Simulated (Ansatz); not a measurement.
CH$_{4}$BFTe (`C[Te]BF`), relaxed with RKS PBE-D4/def2-SVP in Ansatz from a rough embedded geometry. The force threshold is 0.03 eV/Å; the program also tests the step.

Charge 0, multiplicity 1. Te takes the def2 core potential.

Start:

```xyz
8

C    -0.090   -1.304    0.070
Te   -1.310    0.238    0.834
B     0.121    1.700    0.027
F    -0.069    2.209   -1.423
H     0.932   -1.306    0.545
H    -0.570   -2.348    0.361
H    -0.019   -1.280   -1.029
H     1.004    2.092    0.615
```

```json
{"step": "1", "energy (eV)": "-11779.7860", "largest force (eV/Å)": "5.452", "largest move (Å)": "0.000"}
{"step": "2", "energy (eV)": "-11780.4697", "largest force (eV/Å)": "3.386", "largest move (Å)": "0.132"}
{"step": "3", "energy (eV)": "-11780.5336", "largest force (eV/Å)": "1.373", "largest move (Å)": "0.195"}
{"step": "4", "energy (eV)": "-11780.7379", "largest force (eV/Å)": "0.266", "largest move (Å)": "0.200"}
{"step": "5", "energy (eV)": "-11780.7725", "largest force (eV/Å)": "0.571", "largest move (Å)": "0.105"}
{"step": "6", "energy (eV)": "-11780.8546", "largest force (eV/Å)": "0.556", "largest move (Å)": "0.196"}
{"step": "7", "energy (eV)": "-11780.9525", "largest force (eV/Å)": "0.779", "largest move (Å)": "0.196"}
{"step": "8", "energy (eV)": "-11781.0903", "largest force (eV/Å)": "0.716", "largest move (Å)": "0.200"}
{"step": "9", "energy (eV)": "-11781.1916", "largest force (eV/Å)": "0.553", "largest move (Å)": "0.195"}
{"step": "10", "energy (eV)": "-11781.2547", "largest force (eV/Å)": "0.135", "largest move (Å)": "0.200"}
{"step": "11", "energy (eV)": "-11781.2594", "largest force (eV/Å)": "0.073", "largest move (Å)": "0.115"}
{"step": "13", "energy (eV)": "-11781.2625", "largest force (eV/Å)": "0.042", "largest move (Å)": "0.044"}
{"step": "15", "energy (eV)": "-11781.2634", "largest force (eV/Å)": "0.086", "largest move (Å)": "0.031"}
{"step": "17", "energy (eV)": "-11781.2648", "largest force (eV/Å)": "0.082", "largest move (Å)": "0.044"}
{"step": "19 (rejected)", "energy (eV)": "-11781.2644", "largest force (eV/Å)": "0.257", "largest move (Å)": "0.147"}
{"step": "21", "energy (eV)": "-11781.2675", "largest force (eV/Å)": "0.141", "largest move (Å)": "0.074"}
{"step": "23", "energy (eV)": "-11781.2694", "largest force (eV/Å)": "0.077", "largest move (Å)": "0.014"}
{"step": "25", "energy (eV)": "-11781.2723", "largest force (eV/Å)": "0.082", "largest move (Å)": "0.082"}
{"step": "27", "energy (eV)": "-11781.2732", "largest force (eV/Å)": "0.048", "largest move (Å)": "0.033"}
{"step": "29 (rejected)", "energy (eV)": "-11781.2710", "largest force (eV/Å)": "0.141", "largest move (Å)": "0.032"}
{"step": "30", "energy (eV)": "-11781.2736", "largest force (eV/Å)": "0.019", "largest move (Å)": "0.015"}
```

End:

```xyz
8

C    -0.019   -1.419    0.071
Te   -1.438    0.179   -0.360
B     0.008    1.751   -0.092
F    -0.347    3.026   -0.250
H     0.954   -0.954    0.314
H    -0.392   -2.003    0.931
H     0.074   -2.063   -0.822
H     1.160    1.481    0.208
```

It took 38 s on 2 threads of an Arm Neoverse V2 on a shared host, with 0.15 GiB of host memory at the peak.
